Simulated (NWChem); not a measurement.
Program: NWChem. System: BCl, charge 0, spin multiplicity 1, at a geometry optimised with PBE0/def2-SVP. The structure started from a generated list of species. Level: MP2/def2-TZVP, 6 core orbitals frozen.

Input file:

```
start mol
memory heap 200 mb stack 900 mb global 1100 mb
geometry units angstroms nocenter noautoz
  B      0.000000     0.000000    -1.328511
  Cl     0.000000     0.000000     0.390738
  symmetry group C2v
end
basis spherical
  * library def2-tzvp
end
scf
  rhf
  nopen 0
  maxiter 100
  thresh 1e-7
  semidirect memsize 60000000 filesize 0
end
mp2
  freeze core 6
end
task mp2 energy
```

NWChem printed:

```
             Northwest Computational Chemistry Package (NWChem) 7.3.0
             --------------------------------------------------------

                                NWChem Input Module
                                -------------------

 Scaling coordinates for geometry "geometry" by  1.889725989
 (inverse scale =  0.529177249)

 Turning off AUTOSYM since
 SYMMETRY directive was detected!

                             Geometry "geometry" -> ""
                             -------------------------

 Output coordinates in angstroms (scale by  1.889725989 to convert to a.u.)

  No.       Tag          Charge          X              Y              Z
 ---- ---------------- ---------- -------------- -------------- --------------
    1 B                    5.0000     0.00000000     0.00000000    -1.32851100
    2 Cl                  17.0000     0.00000000     0.00000000     0.39073800

 Effective nuclear repulsion energy (a.u.)      26.1626245907

            Nuclear Dipole moment (a.u.)
            ----------------------------
        X                 Y               Z
 ---------------- ---------------- ----------------
     0.0000000000     0.0000000000    -0.0000170075

      Symmetry information
      --------------------

 Group name             C2v
 Group number             16
 Group order               4
 No. of unique centers     2

      Symmetry unique atoms

     1    2


 Summary of "ao basis" -> "" (spherical)
 ------------------------------------------------------------------------------
       Tag                 Description            Shells   Functions and Types
 ---------------- ------------------------------  ------  ---------------------
 *                         def2-tzvp                  on all atoms

 Summary of "ao basis" -> "ao basis" (spherical)
 ------------------------------------------------------------------------------
       Tag                 Description            Shells   Functions and Types
 ---------------- ------------------------------  ------  ---------------------
 B                         def2-tzvp                11       31   5s3p2d1f
 Cl                        def2-tzvp                13       37   5s5p2d1f

                                 NWChem SCF Module
                                 -----------------

  ao basis        = "ao basis"
  functions       =    68
  atoms           =     2
  closed shells   =    11
  open shells     =     0
  charge          =   0.00
  wavefunction    = RHF
  use symmetry    = T
  symmetry adapt  = T

 Summary of "ao basis" -> "ao basis" (spherical)
 ------------------------------------------------------------------------------
       Tag                 Description            Shells   Functions and Types
 ---------------- ------------------------------  ------  ---------------------
 B                         def2-tzvp                11       31   5s3p2d1f
 Cl                        def2-tzvp                13       37   5s5p2d1f

      Symmetry analysis of basis
      --------------------------

        a1         30
        a2          6
        b1         16
        b2         16

 Forming initial guess at       0.1s

      Superposition of Atomic Density Guess
      -------------------------------------

 Sum of atomic energies:        -484.01240145

      Non-variational initial energy
      ------------------------------

 Total energy =    -484.270673
 1-e energy   =    -719.215086
 2-e energy   =     208.781788
 HOMO         =      -0.264472
 LUMO         =       0.018954

      Symmetry analysis of molecular orbitals - initial
      -------------------------------------------------

 !! scf_movecs_sym_adapt:   44 vectors were symmetry contaminated

  Symmetry fudging

 !! scf_movecs_sym_adapt:   36 vectors were symmetry contaminated

  Numbering of irreducible representations:

     1 a1          2 a2          3 b1          4 b2

  Orbital symmetries:

     1 a1          2 a1          3 a1          4 b2          5 b1
     6 a1          7 a1          8 a1          9 b1         10 b2
    11 a1         12 b1         13 b2         14 a1         15 a1
    16 b1         17 b2         18 a1         19 a1         20 a1
    21 a2

 Starting SCF solution at       0.7s

 ----------------------------------------------
         Quadratically convergent ROHF

 Convergence threshold     :          1.000E-07
 Maximum no. of iterations :          100
 Final Fock-matrix accuracy:          1.000E-09
 ----------------------------------------------

              iter       energy          gnorm     gmax       time
             ----- ------------------- --------- --------- --------
                 1     -484.1266894547  4.39D-01  1.97D-01      0.7
                 2     -484.1456148756  1.48D-01  4.94D-02      0.8
                 3     -484.1484777576  1.39D-02  4.23D-03      0.8
                 4     -484.1485138059  6.48D-05  2.03D-05      0.9
                 5     -484.1485138063  3.00D-09  1.32D-09      1.1

       Final RHF  results
       ------------------

         Total SCF energy =   -484.148513806315
      One-electron energy =   -719.262891596466
      Two-electron energy =    208.951753199429
 Nuclear repulsion energy =     26.162624590722

        Time for solution =      0.4s

       Symmetry analysis of molecular orbitals - final
       -----------------------------------------------

  Numbering of irreducible representations:

     1 a1          2 a2          3 b1          4 b2

  Orbital symmetries:

     1 a1          2 a1          3 a1          4 b1          5 b2
     6 a1          7 a1          8 a1          9 b1         10 b2
    11 a1         12 b1         13 b2         14 a1         15 a1
    16 b2         17 b1         18 a1         19 a1         20 a1
    21 a2

             Final eigenvalues
             -----------------

              1
    1 -104.8768
    2  -10.6076
    3   -8.0738
    4   -8.0729
    5   -8.0729
    6   -7.7190
    7   -1.1595
    8   -0.6692
    9   -0.5238
   10   -0.5238
   11   -0.3803
   12    0.0610
   13    0.0610
   14    0.1501
   15    0.1811
   16    0.2402
   17    0.2402
   18    0.2800
   19    0.4193
   20    0.4765
   21    0.4765

                       ROHF Final Molecular Orbital Analysis
                       -------------------------------------

 Vector    9  Occ=2.000000D+00  E=-5.238209D-01  Symmetry=b1
              MO Center=  1.0D-16, -5.0D-32,  2.5D-01, r^2= 1.3D+00
   Bfn.  Coefficient  Atom+Function         Bfn.  Coefficient  Atom+Function
  ----- ------------  ---------------      ----- ------------  ---------------
    46      0.534008  2 Cl px                49      0.313427  2 Cl px
    43      0.242858  2 Cl px                37     -0.193191  2 Cl px

 Vector   10  Occ=2.000000D+00  E=-5.238209D-01  Symmetry=b2
              MO Center=  4.5D-32,  1.3D-16,  2.5D-01, r^2= 1.3D+00
   Bfn.  Coefficient  Atom+Function         Bfn.  Coefficient  Atom+Function
  ----- ------------  ---------------      ----- ------------  ---------------
    47      0.534008  2 Cl py                50      0.313427  2 Cl py
    44      0.242858  2 Cl py                38     -0.193191  2 Cl py

 Vector   11  Occ=2.000000D+00  E=-3.803009D-01  Symmetry=a1
              MO Center= -2.5D-16,  5.6D-16, -1.6D+00, r^2= 1.8D+00
   Bfn.  Coefficient  Atom+Function         Bfn.  Coefficient  Atom+Function
  ----- ------------  ---------------      ----- ------------  ---------------
     4      0.467856  1 B  s                  3      0.299016  1 B  s
     8     -0.256889  1 B  pz                 5      0.240195  1 B  s
    48      0.231146  2 Cl pz                11     -0.197370  1 B  pz
    51      0.163503  2 Cl pz                 2     -0.161553  1 B  s

 Vector   12  Occ=0.000000D+00  E= 6.102119D-02  Symmetry=b1
              MO Center= -2.2D-16,  4.0D-31, -1.3D+00, r^2= 3.5D+00
   Bfn.  Coefficient  Atom+Function         Bfn.  Coefficient  Atom+Function
  ----- ------------  ---------------      ----- ------------  ---------------
    12      0.716203  1 B  px                49     -0.390389  2 Cl px
     6      0.293308  1 B  px                 9      0.291048  1 B  px

 Vector   13  Occ=0.000000D+00  E= 6.102119D-02  Symmetry=b2
              MO Center=  7.4D-32, -4.8D-16, -1.3D+00, r^2= 3.5D+00
   Bfn.  Coefficient  Atom+Function         Bfn.  Coefficient  Atom+Function
  ----- ------------  ---------------      ----- ------------  ---------------
    13      0.716203  1 B  py                50     -0.390389  2 Cl py
     7      0.293308  1 B  py                10      0.291048  1 B  py

 Vector   14  Occ=0.000000D+00  E= 1.500705D-01  Symmetry=a1
              MO Center=  3.3D-16,  3.9D-17, -3.0D-01, r^2= 6.0D+00
   Bfn.  Coefficient  Atom+Function         Bfn.  Coefficient  Atom+Function
  ----- ------------  ---------------      ----- ------------  ---------------
     5      2.054478  1 B  s                  4     -1.185712  1 B  s
    36     -1.130239  2 Cl s                 14      0.981816  1 B  pz
    51      0.197712  2 Cl pz

 center of mass
 --------------
 x =   0.00000000 y =   0.00000000 z =  -0.03955230

 moments of inertia (a.u.)
 ------------------
          88.382258661242           0.000000000000           0.000000000000
           0.000000000000          88.382258661242           0.000000000000
           0.000000000000           0.000000000000           0.000000000000

  Mulliken analysis of the total density
  --------------------------------------

    Atom       Charge   Shell Charges
 -----------   ------   -------------------------------------------------------
    1 B    5     4.93   0.92  1.05  0.67  0.88  0.30  0.47  0.43  0.08  0.03  0.07  0.01
    2 Cl  17    17.07   2.01  0.45  1.52  1.09  0.84  4.18  1.69  1.08  2.86  1.31  0.01  0.03  0.00

       Multipole analysis of the density wrt the origin
       ------------------------------------------------

     L   x y z        total         open         nuclear
     -   - - -        -----         ----         -------
     0   0 0 0     -0.000000      0.000000     22.000000

     1   1 0 0      0.000000      0.000000      0.000000
     1   0 1 0     -0.000000      0.000000      0.000000
     1   0 0 1      0.573483      0.000000     -0.000017

     2   2 0 0    -13.807092      0.000000      0.000000
     2   1 1 0      0.000000      0.000000      0.000000
     2   1 0 1     -0.000000      0.000000      0.000000
     2   0 2 0    -13.807092      0.000000      0.000000
     2   0 1 1      0.000000      0.000000      0.000000
     2   0 0 2    -17.439914      0.000000     40.782278

                   NWChem MP2 Semi-direct Energy/Gradient Module
                   ---------------------------------------------

  Basis functions       =     68
  Molecular orbitals    =     68
  Frozen core           =      6
  Frozen virtuals       =      0
  Active alpha occupied =      5
  Active beta occupied  =      5
  Active alpha virtual  =     57
  Active beta virtual   =     57
  Use MO symmetry       = T
  Use skeleton AO sym   = T

  AO/Fock/Back tols     =   1.0D-09  1.0D-09  1.0D-09

 GA uses MA = F    GA memory limited = T

 Available:
  local mem=  1.26D+08
 global mem=  1.44D+08
 local disk=  0.00D+00
  mp2_memr nvloc                    57
  nvloc new                    57
   1 passes of   5:        4194304                      23677                   2273505.
   1 passes of   5: M    126150524           G      144169952           F     121956220.

 Semi-direct pass number   1 of   1  for RHF alpha+beta  at        1.2s
  vrange nnbf                  2338
  mp2_eaftype                    10  avail_ma_in_mb                  1099
 EAF : mp2_eaftype filesize          10    1136753.
  mp2_eaf for mointskh                     10
Node 0 wrote      5.3 Mb in      0.0 s     Agg I/O rate:  1254.4 Mb/s
 Done moints_semi at        2.9s
  mp2_eaftype                    10  avail_ma_in_mb                  1089
 EAF : mp2_eaftype filesize          10    1136753.
  mp2_eaf for kh                    10
 Done maket at        2.9s
 Done multipass loop at        2.9s

          -------------------------------------------
          SCF energy                -484.148513806315
          Correlation energy          -0.256523708281
          Singlet pairs               -0.166456827064
          Triplet pairs               -0.090066881218
          Total MP2 energy          -484.405037514596
          -------------------------------------------

          ---------------------------------------------------
                    Spin Component Scaled (SCS) MP2
          Same spin pairs                     -0.060044587478
          Same spin scaling factor             0.333333333333
          Opposite spin pairs                 -0.196479120803
          Opposite spin scaling fact.          1.200000000000
          SCS-MP2 correlation energy          -0.255789807456
          Total SCS-MP2 energy              -484.404303613771
          ---------------------------------------------------

 -----------------------
 Performance information
 -----------------------

 Timer overhead =  3.26D-07 seconds/call

               Nr. of calls         CPU time (s)                 Wall time (s)                GFlops
             ---------------    -------------------     ------------------------------   -------------------
Name         Min   Avg   Max    Min     Avg     Max     Min     Avg     Max   Mx/calls   Min     Max     Sum
mp2: moin     1     1     1    1.7     1.7     1.7      1.7     1.7     1.7     1.7      0.0     0.0     0.0
mp2: make     1     1     1   7.40E-2 7.40E-2 7.40E-2  7.40E-2 7.40E-2 7.40E-2 7.40E-2   0.0     0.0     0.0
mp2: tota     1     1     1    1.9     1.9     1.9      1.9     1.9     1.9     1.9      0.0     0.0     0.0

 The average no. of pstat calls per process was 3.00D+00
 with a timing overhead of 9.77D-07s

 Task  times  cpu:        2.9s     wall:        2.9s

 Total times  cpu:        3.0s     wall:        3.0s
```
